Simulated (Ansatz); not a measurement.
Species: [W(F)4(CH3)2] (charge 0, multiplicity 1).

Question: Give a relaxed geometry from Ansatz (a program for electronic structure) with r2SCAN-D4/def2-SVP.

Answer: Several could match; the one computed here: the end point of this relaxation, one of several conformers.
Z-matrix (Å, degrees):
```
W
F 1 1.8750
F 1 1.8750 2 79.57
F 1 1.8853 2 151.03 3 -48.01
F 1 1.8853 2 80.78 3 158.62
C 1 2.1170 2 95.13 3 -121.57
H 6 1.0998 1 110.81 2 -149.92
H 6 1.0998 7 110.84 4 -158.91
H 6 1.1028 7 109.69 8 -123.17
C 1 2.1171 2 121.94 3 89.56
H 10 1.0998 1 110.81 2 129.22
H 10 1.0998 11 110.84 5 -158.92
H 10 1.1028 11 109.69 12 -123.17
```
